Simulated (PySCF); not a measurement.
**How methods differ on the excitation energy of Ca**

Ca [Ar] 4s2 (1S) → Ca [Ar] 4s1 5s1 (3S), as a difference of total energies. Calculation: PySCF 2.14, in x2c-TZVPPall with one added diffuse shell each of s, p, d type (7s6p4d, 45 functions); scalar relativity by spin-free X2C-1e. Correlated levels: valence and next inner shell: [Ne] frozen. The calculations carry no spin-orbit coupling.

| method | excitation energy (eV) |
| --- | --- |
| UHF | 3.105 |
| MP2 (valence and next inner shell) | 3.755 |
| SCS-MP2 (valence and next inner shell) | 3.849 |
| CCSD (valence and next inner shell) | 3.809 |
| CCSD(T) (valence and next inner shell) | 3.848 |

**Question.** How much does correlation contribute at CCSD(T) (valence and next inner shell)?

**Answer.** 3.848 − (3.105) = 0.743 eV, measured against UHF.

Errors of the correlated levels include the incompleteness of this basis and the frozen core.

For comparison: 3.910 eV (measured; NIST levels).
